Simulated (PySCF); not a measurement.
Level of theory: PySCF with PBE-D3(BJ)/def2-TZVP // CAM-B3LYP-D3(BJ)/def2-TZVP. Isolated molecules, 0 K electronic values unless said otherwise. Delta-SCF ions had no search for a lower state. Excitations are Tamm–Dancoff values on a coarser integration grid. The basis has no diffuse functions, so Rydberg states are missing or too high.

Reference species (SMILES): `[SiH](N)=[SiH2]` (neutral, multiplicity 1).

```json
{
 "S1 excitation (TDA)": "3.94 eV",
 "HOMO–LUMO gap": "2.50 eV",
 "vertical ionisation energy (Delta-SCF)": "7.59 eV",
 "S1–T1 gap (TDA)": "2.12 eV"
}
```

Changed species: `N(/[H])=[SiH]/[SiH3]`.

### Question
Predict the effect on the S1 excitation (TDA), HOMO–LUMO gap, vertical ionisation energy (Delta-SCF) and S1–T1 gap (TDA).

### Answer
the S1 excitation (TDA) falls by 0.51 eV, to 3.43 eV; the HOMO–LUMO gap increases by 0.66 eV, to 3.16 eV; the vertical ionisation energy (Delta-SCF) rises by 1.47 eV, to 9.06 eV; the S1–T1 gap (TDA) falls by 1.52 eV, to 0.60 eV.
